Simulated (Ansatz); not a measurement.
Mulliken charges of `O=C=C=C[SiH3]` from B3LYP/def2-TZVPP in Ansatz (PBE0-D4/def2-TZVP geometry).

```json
{"atom": "O1", "x (Å)": "2.003", "y (Å)": "-2.650", "z (Å)": "-0.571", "charge (e)": "-0.159"}
{"atom": "C2", "x (Å)": "1.612", "y (Å)": "-1.562", "z (Å)": "-0.427", "charge (e)": "0.246"}
{"atom": "C3", "x (Å)": "1.385", "y (Å)": "-0.296", "z (Å)": "-0.306", "charge (e)": "-0.169"}
{"atom": "C4", "x (Å)": "0.571", "y (Å)": "0.721", "z (Å)": "-0.077", "charge (e)": "-0.185"}
{"atom": "Si5", "x (Å)": "-1.261", "y (Å)": "0.529", "z (Å)": "0.294", "charge (e)": "0.304"}
{"atom": "H6", "x (Å)": "0.986", "y (Å)": "1.732", "z (Å)": "-0.104", "charge (e)": "0.123"}
{"atom": "H7", "x (Å)": "-2.046", "y (Å)": "1.281", "z (Å)": "-0.721", "charge (e)": "-0.055"}
{"atom": "H8", "x (Å)": "-1.609", "y (Å)": "-0.911", "z (Å)": "0.264", "charge (e)": "-0.050"}
{"atom": "H9", "x (Å)": "-1.551", "y (Å)": "1.112", "z (Å)": "1.631", "charge (e)": "-0.055"}
```

Q: By hand: the dipole of these point charges (1 e Å = 4.8032 D).

A: Σ q r = (-0.245, 0.242, 0.065) e Å, of length 0.350 e Å = 1.68 D.

Q: How does the dipole of the full density compare? (Best estimate.)

A: The calculation gave: (-0.292, 0.396, 0.084) e Å, 2.40 D; the point charges give 0.70 times that, at 9° from its direction.

Point charges leave out the atoms' own dipoles, such as those of lone pairs, and Mulliken's split depends on the basis, so the two needn't agree.

B3LYP here is the variant with VWN-RPA as its local correlation; programs differ in this.
